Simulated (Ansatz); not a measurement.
`CCB(O)S` at its PBE0-D4/def2-TZVP geometry, where that method's forces vanish. Total charge 0; spin multiplicity 1.

```xyz
12

C     1.0276   -0.6470   -1.1082
C     0.4276    0.4677   -0.2600
B    -0.7472    0.0285    0.6841
O    -1.1497   -1.2691    0.6882
S    -1.6043    1.2069    1.7896
H     1.4306   -1.4464   -0.4830
H     1.8372   -0.2764   -1.7413
H     0.2749   -1.0989   -1.7574
H     1.2045    0.9362    0.3577
H     0.0628    1.2799   -0.9019
H    -1.8724   -1.4706    1.2876
H    -0.8917    2.2892    1.4447
```

**Question.** What forces (eV/Å) does PBE-D4/def2-TZVPP give on these atoms in Ansatz? (Estimate.)

**Answer.** The calculation gave: 
```
C1   0.024  0.007 -0.020
C2  -0.063 -0.047  0.044
B3   0.092  0.360  0.016
O4   0.197 -0.415 -0.294
S5  -0.238 -0.087  0.192
H6   0.085 -0.164  0.113
H7   0.163  0.056 -0.132
H8  -0.139 -0.097 -0.135
H9   0.150  0.104  0.112
H10 -0.060  0.168 -0.120
H11 -0.351 -0.098  0.291
H12  0.140  0.213 -0.068
```
